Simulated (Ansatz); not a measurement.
Two isomers of C6H4N2: A = `N#Cc1ccccn1`, B = `N#Cc1ccncc1`.

Calculated with Ansatz (gas phase, PBE0-D4/def2-TZVP geometries, no zero-point term in ΔE). CCSD(T)/CBS is the MP2 limit (def2-TZVPP, def2-QZVPP) plus CCSD(T) − MP2 in def2-TZVPP, frozen cores. Functionals use def2-TZVPP. B3LYP here is the variant with VWN-RPA as its local correlation; programs differ in this.

(1) Which is lower in electronic energy at CCSD(T)/CBS, and by how much? (Estimate.)

(2) Give E(B) − E(A) in kcal/mol with MP2/def2-TZVPP, PBE-D4, B3LYP-D4, B2PLYP, CCSD(T)/def2-SVP, PBE0-D4, ωB97M-V. (Estimate.)

(3) Does the order hold for the free energy at 298.15 K (harmonic terms from PBE0-D4)? (Estimate.)

Largest T1 diagnostic: 0.012.

Answers

(1) Ansatz gave: B, by 0.3 kcal/mol. So small a gap doesn't settle the order.

(2) Computed: MP2/def2-TZVPP -0.3, PBE-D4 -0.5, B3LYP-D4 -0.4, B2PLYP -0.3, CCSD(T)/def2-SVP 0.0, PBE0-D4 -0.4, ωB97M-V -0.1. None reverses the order clearly.

(3) Computed: Too close to call: G(B) − G(A) = +0.2 kcal/mol.

Leaving LDA and LC-ωPBE aside and taking each functional with its dispersion term where it has one, the values, not all of them listed here, spread over 0.3 kcal/mol, from revPBE-D4 to ωB97M-V.
